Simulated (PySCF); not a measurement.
NMR data simulated for an unnamed compound:

$^{1}$H NMR (400 MHz, computed): δ 7.69 (m, 1H), 7.34 (d, 1H), 7.09 (m, 1H), 6.45 (m, 1H), 5.33 (br, 1H), 4.03 (sept, 1H), 1.37 (d, 6H).

$^{13}$C{$^{1}$H} NMR (computed): δ 154.5 (CH), 143.0 (CH), 141.7 (CH), 119.2 (CH), 59.1 (CH), 25.9 (CH3).

- PBE0-D3(BJ)/def2-SVP geometry
- NMR shieldings at CAM-B3LYP/pcSseg-1/GIAO
- code: PySCF 2.14.0 with density-fitted response routines
- gas phase, no relativistic terms, averaged over atoms made equivalent by symmetry, fast rotation or ring inversion, one conformer

Shifts are taken against calculated references (same method and geometry level): $^{1}$H (σref 31.33) and $^{13}$C (σref 182.45) against TMS.

Which of these does the molecule contain: a non-aromatic C=C double bond, an S-methyl group, a CF3 group, a (CH3)2CH unit, a CH3CH2 unit?

Answers


- A non-aromatic C=C double bond: yes.
- An S-methyl group: no.
- A CF3 group: no.
- A (CH3)2CH unit: yes (δC 25.9, 59.1; δH 1.37 (d), 4.03 (sept)).
- A CH3CH2 unit: no.

The data belong to SMILES B1N(C(C)C)C=CC=C1, C₇H₁₂BN; they needn't prove each group on their own.

Carbon signals by region: 4 in the sp2 and nitrile region (100–160 ppm), 1 at 50–100 ppm, 1 below 50 ppm.

Hydrogens on boron are broadened and split by $^{11}$B (spin 3/2, 80 %) and 10B (spin 3). A carbon bonded to boron is broadened by the quadrupolar boron nucleus and is often missing from a measured spectrum. Shifts are as computed, not scaled to solution data. Of 1309 compounds with measured shifts, 239 miss one by over three times the rms of a fit or turn the order of signals round; such compounds aren't used in these exercises. No couplings were computed; multiplicities are counted from neighbouring protons, with m where these are inequivalent, close in shift, in a saturated or five-membered ring or joined by F or P, and br s for small geminal =CH2 splittings.
